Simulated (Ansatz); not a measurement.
The inner images of a band of AlCl3FH (6 atoms, charge 0, multiplicity 1) are given out of order.

All numbers below come from RKS PBE-D4/def2-SVP in Ansatz.

Image 0:

```xyz
6
Properties=species:S:1:pos:R:3
Al -0.339 -0.206 -0.406
Cl 1.141 1.367 -0.749
Cl 0.169 -2.121 -1.097
Cl -2.340 0.416 -0.287
H 0.991 0.627 1.103
F 0.379 -0.083 1.436
```

Image 6:

```xyz
6
Properties=species:S:1:pos:R:3
Al -0.457 -0.421 -0.097
Cl 1.221 1.379 -0.539
Cl 0.168 -2.096 -1.193
Cl -2.345 0.445 -0.381
H 1.186 0.938 0.735
F 0.228 -0.245 1.474
```

Q: Put them in order from the first end to the last, with their energies above the first end.
A.
```xyz
6
Properties=species:S:1:pos:R:3
Al -0.387 -0.304 -0.241
Cl 1.195 1.363 -0.569
Cl 0.169 -2.112 -1.141
Cl -2.348 0.428 -0.329
H 1.012 0.728 0.852
F 0.358 -0.102 1.427
```
B.
```xyz
6
Properties=species:S:1:pos:R:3
Al -0.368 -0.267 -0.298
Cl 1.175 1.359 -0.617
Cl 0.168 -2.117 -1.126
Cl -2.347 0.423 -0.316
H 0.989 0.681 0.928
F 0.383 -0.078 1.429
```
C.
```xyz
6
Properties=species:S:1:pos:R:3
Al -0.407 -0.341 -0.188
Cl 1.212 1.369 -0.539
Cl 0.171 -2.107 -1.155
Cl -2.347 0.434 -0.342
H 1.052 0.785 0.792
F 0.320 -0.140 1.432
```
D.
```xyz
6
Properties=species:S:1:pos:R:3
Al -0.352 -0.233 -0.358
Cl 1.156 1.361 -0.678
Cl 0.167 -2.120 -1.110
Cl -2.345 0.418 -0.301
H 0.986 0.649 1.012
F 0.387 -0.074 1.434
```
E.
```xyz
6
Properties=species:S:1:pos:R:3
Al -0.432 -0.383 -0.137
Cl 1.220 1.376 -0.531
Cl 0.171 -2.102 -1.174
Cl -2.345 0.442 -0.361
H 1.113 0.860 0.752
F 0.274 -0.192 1.450
```

A: D (+1.3 kJ/mol), B (+5.1 kJ/mol), A (+9.3 kJ/mol), C (+10.4 kJ/mol), E (+9.1 kJ/mol).

Time of the run: 29 s on 2 threads of Intel(R) Xeon(R) Platinum 8488C (Sapphire Rapids), with other jobs on the host, peak memory 0.15 GiB.
